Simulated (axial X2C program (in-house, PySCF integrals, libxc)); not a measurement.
ScSi⁺: bond constants with and without spin–orbit coupling

All values were computed with an in-house relativistic program for diatomic molecules. Spin-free means the one-electron spin-free X2C Hamiltonian; two-component (2c) means X2C with spin–orbit coupling and atomic mean-field two-electron Coulomb and Gaunt terms, so the difference of the two also holds small scalar two-electron terms. Basis: Sc dyall-cv3z [10s11p7d5f2g], Si dyall-v3z [8s7p2d1f] (cores contracted in-house); Gaussian nuclei, density fitting, unrestricted open shells. Masses: Sc 44.956 u, Si 27.977 u.

State, spin-free: M_S = 1, Λ = 0 (beyond evenly filled blocks: π+α, π-α); electrons by block: σα: 10, σβ: 10, π+α: 4, π+β: 3, π-α: 4, π-β: 3. Fragments: Sc+ + Si.

State, 2c: Ω = 1 (⟨Sz⟩ = 1.00, ⟨Lz⟩ = 0.00 at PBE0); electrons by block: 1/2: 13, -1/2: 14, 3/2: 4, -3/2: 3. Fragments: Sc+ + Si.

```csv
Hamiltonian,level,Re (Å),ωe (cm⁻¹),Be (cm⁻¹),De (eV),D0 (eV),μ (D)
spin-free,PBE0,2.498,369.4,0.1567,2.21,2.18,-5.02
spin-free,PBE50,2.474,386.9,0.1597,1.59,1.56,-5.62
2c,PBE0,2.498,369.1,0.1567,n/a,n/a,-5.02
```

Dipoles are positive if Si is the positive end and refer to the centre of mass.

The state is one determinant whose occupation by symmetry is held fixed; it was picked as the lowest of a PBE0 search that is not exhaustive. De is counted from the lowest determinant-based energies of the atoms at the same level, without counterpoise correction. De is not given where an atomic determinant may have missed its ground term or J level, or where the truncated virtual space spoils (T). Density functionals use the spin component along the axis (collinear). Other states lie close and PBE0, whose exact exchange favours high spin, may order them wrongly; the determinant shown need not be the ground state. The nearest other spin-free determinant of the search, M_S = 2, Λ = 0, lies 0.05 eV up at the distance of the search. The functionals have no current-density term, which raises determinants with orbital currents, atoms included. With several unpaired electrons one determinant need not be a pure state. Open-shell Ω = 0 determinants with evenly filled partner blocks cannot be reached by this program, so the Ω shown need not be the lowest component. This is the Ω = 1 component of a π² triplet; the 0⁺ component is not one determinant and can lie lowest. Some points did not converge and are left out. The determinant is spin-polarised beyond a pure state at some levels (its spin-free form has ⟨S²⟩ too high), which makes Re and μ there less reliable.

No reliable constants came from HF (2c), HF (spin-free), MP2 (2c), MP2 (spin-free), PBE50 (2c): no minimum in range, unconverged points, a curve that is not smooth, a change of character along it, or the two Hamiltonians disagreeing along it.

Rough cost a point (2c) on 1 thread(s) of a shared host, integrals apart: PBE0 0.6 s.

The whole task took 2.7 min on 1 thread of Arm Neoverse V2, on a shared host.
